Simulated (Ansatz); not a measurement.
S (SMILES [S-]), charge -1, doublet (a gas-phase anion, which may not be bound at this level); SVWN5/6-311++G** (Ansatz, an electronic-structure program).

Ansatz was given this input:
Ansatz 0.2 input:
```yaml
crystal:
  periodic: [false, false, false]
  atoms:
    - {symbol: S, position_ang: [0.00000000, 0.00000000, 0.00000000]}
basis:
  gaussian:
    orbitals: 6-311++G__.json
hamiltonian:
  xc: {name: SVWN5}
total_charge: -1
magnetization: {spin_polarized: true, initial_magnetization: 1}
```
The basis file holds 6-311++G** in the JSON format of the Basis Set Exchange.

### Question
Write the output that Ansatz gives for this input, abridged.

### Answer

```
Functional definition: SVWN5
215 factors; their error is unknown
mean field evaluation 1: about -10793.3832 eV, gradient 2.7e1 eV
mean field evaluation 2: about -10790.5713 eV, gradient 4.0e1 eV
mean field evaluation 4: about -10797.8802 eV, gradient 3.5e0 eV
mean field evaluation 8: about -10797.9338 eV, gradient 2.3e0 eV
mean field evaluation 16: about -10797.9743 eV, gradient 1.1e-5 eV
mean field evaluation 32: about -10797.8762 eV, gradient 3.5e0 eV
mean field -10797.97431475 eV, -396.8182369373 hartree, gradient 1.1e-5 eV, S^2 0.752329; 2 other end points of the search recorded, 0 dependent functions left out
reference -10797.97433928 eV, -396.8182378386 hartree; 9, 8 occupied and 22, 23 virtual orbitals, 215 factors
Total energy: -10797.97433928 eV, -396.8182378386 hartree
```
